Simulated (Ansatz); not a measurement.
Coupled-cluster diagnostics for the cluster Sn₂S, Ansatz.

Geometry of the singlet (B3LYP-D4/def2-TZVP):

```xyz
3

Sn   -1.253   -1.915   -0.307
Sn    1.550    1.667    0.387
S    -0.296    0.248   -0.081
```

In the def2 sets Sn takes a core potential; there is no spin–orbit coupling. Correlated methods freeze 13 core orbitals; core or outer-core shells of Sn are correlated, in sets that lack core-valence functions. Another isomer (singlet) lies 1.86 eV lower at PBE0-D4/def2-TZVP; other spin states weren't run for this one.

Question: Estimate the CCSD(T) correlation energy, the shares of MP2 and (T), T1 and the reference's ⟨S²⟩ for: charge 0, singlet, own geometry in def2-TZVPP; and the rough time on 4 threads of Arm Neoverse V2 on a shared host.

Answer: 
```csv
state,basis,correlation (eV),MP2 share (%),(T) share (%),T1,⟨S²⟩ (pure),wall time,remarks
"charge 0, singlet, own geometry",def2-TZVPP,-22.391,96.9,5.1,0.020,0.00 (0.00),87 s,"flagged by the program, large T1, restricted SCF unstable"
```
Customary marks for T1 are 0.02 (closed shells), 0.045 (open shells) and about 0.05 (3d metals). T1 exceeds 0.02 in 1 of 1 rows and 0.045 in 0; the higher it lies, the less the single-reference result can be trusted.
